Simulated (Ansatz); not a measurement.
Stepwise reaction of `C#[C][Ge]([F])([F])[C]#C` with hydrogen chloride, as a gas-phase model of exchange steps in deposition or etching. ΔE in kJ/mol; ΔG adds harmonic PBE0-D4 terms to CCSD(T)/CBS, at 1 bar.

Computed with Ansatz on PBE0-D4/def2-TZVP structures; ΔE is electronic, products minus reactants. CCSD(T)/CBS is the MP2 limit (def2-TZVPP, def2-QZVPP) plus CCSD(T) − MP2 in def2-TZVPP, frozen cores. This one scheme is used for every species. Functionals use def2-TZVPP. B3LYP here is the variant with VWN-RPA as its local correlation; programs differ in this. For Ge outer-core shells are correlated without core-valence functions, which leaves a few kJ/mol of doubt a bond. Scalar relativity is left out up to krypton.

```tsv
step	reaction	PBE-D4	B3LYP-D4	ωB97M-V	CCSD(T)/CBS	ΔG(600 K)
1	`C#[C][Ge]([F])([F])[C]#C` + HCl → `C#[C][Ge]([F])([F])[Cl]` + `C#C`	-54.3	-55.2	-55.8	-50.2	-44.8
2	`C#[C][Ge]([F])([F])[Cl]` + HCl → `[F][Ge]([F])([Cl])[Cl]` + `C#C`	-50.5	-51.1	-51.7	-45.7	-33.2
```

Task: By hand: ΔE of the 2 steps together at CCSD(T)/CBS.

Result: (-50.2) + (-45.7) = -95.9 kJ/mol, or -48.0 kJ/mol a step.

In ΔE the steps differ by no more than 4.5 kJ/mol. All are downhill at CCSD(T)/CBS. ΔG lies between -44.8 and -33.2 kJ/mol a step. PBE-D4 differs from CCSD(T)/CBS by -4.8 to -4.1 kJ/mol a step. Only this route is followed, and other bonds may react first. Isolated molecules leave out the surface, adducts and barriers. Largest T1 diagnostic: 0.013.
